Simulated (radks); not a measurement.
Problem. Isoelectronic series with 6 electrons, each ion in its NIST ground configuration. All-electron calculation, scalar-relativistic Kohn-Sham, PBEsol, spin-unpolarised, spherical densities, finite nucleus; Fermi nuclear charge, rms radius of each element as measured or else 0.836 A^(1/3) + 0.57 fm. Program: a radial shooting solver on a logarithmic mesh with Libxc functionals. Total energies (hartree) and mean radii <r> (bohr):

ion,configuration,E (hartree),2p,2s
C,[He] 2s2 2p2,-37.59336,1.800,1.576
O2+,[He] 2s2 2p2,-72.91735,1.002,1.030
Mg6+,[He] 2s2 2p2,-179.81250,0.5487,0.6080
Si8+,[He] 2s2 2p2,-251.43053,0.4486,0.5046
S10+,[He] 2s2 2p2,-335.21771,0.3795,0.4311
Ar12+,[He] 2s2 2p2,-431.22750,0.3289,0.3762
Ca14+,[He] 2s2 2p2,-539.52202,0.2902,0.3336
Ti16+,[He] 2s2 2p2,-660.17182,0.2596,0.2995
Cr18+,[He] 2s2 2p2,-793.25631,0.2348,0.2717
Fe20+,[He] 2s2 2p2,-938.86358,0.2143,0.2485
Ni22+,[He] 2s2 2p2,-1097.09114,0.1970,0.2288
Zn24+,[He] 2s2 2p2,-1268.04523,0.1823,0.2119
Ge26+,[He] 2s2 2p2,-1451.84261,0.1696,0.1973
Se28+,[He] 2s2 2p2,-1648.61056,0.1585,0.1845
Kr30+,[He] 2s2 2p2,-1858.48629,0.1487,0.1732
Sr32+,[He] 2s2 2p2,-2081.61839,0.1401,0.1631
Zr34+,[He] 2s2 2p2,-2318.16677,0.1323,0.1540
Mo36+,[He] 2s2 2p2,-2568.30171,0.1254,0.1458

Estimate the row of Ne4+ ([He] 2s2 2p2).

Solution. E (hartree) -120.31927; 2p 0.7076; 2s 0.7647.
